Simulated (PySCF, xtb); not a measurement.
C4H10BN, SMILES CNB1CCC1.

The structure is a stationary point at PBE0-D3(BJ)/def2-SVP. A frequency run showed that this geometry is not a minimum. The structure was generated by enumeration, and PubChem lists no compound with its InChIKey, so it may never have been made. The values are those of a single conformer.

Method: IEF-PCM-M06-2X/def2-SVP in PySCF.

The values are the electrostatic part of the solvation free energy, E(continuum) − E(gas) at the gas-phase geometry, in a cavity of scaled van der Waals radii (PySCF's table); cavitation and dispersion terms are not included. In vacuum the orbital gap is 10.57 eV. The dipole moment in vacuum is 1.87 D.

Question: Estimate the values in water (ε = 78.36), N,N-dimethylformamide (ε = 37.22), cyclohexanone (ε = 15.62). (The exact figures need the calculation; the answer reports its results.)

Answer: 
```tsv
solvent	ε	ΔG(elec) (kcal/mol)	dipole (D)	gap (eV)
water	78.36	-2.1	2.33	10.43
N,N-dimethylformamide	37.22	-2.0	2.32	10.43
cyclohexanone	15.62	-1.9	2.29	10.44
```

For comparison, GFN2-xTB/ALPB(water) (xtb, at the GFN2-xTB geometry, all terms of that model) gives -2.3 kcal/mol.
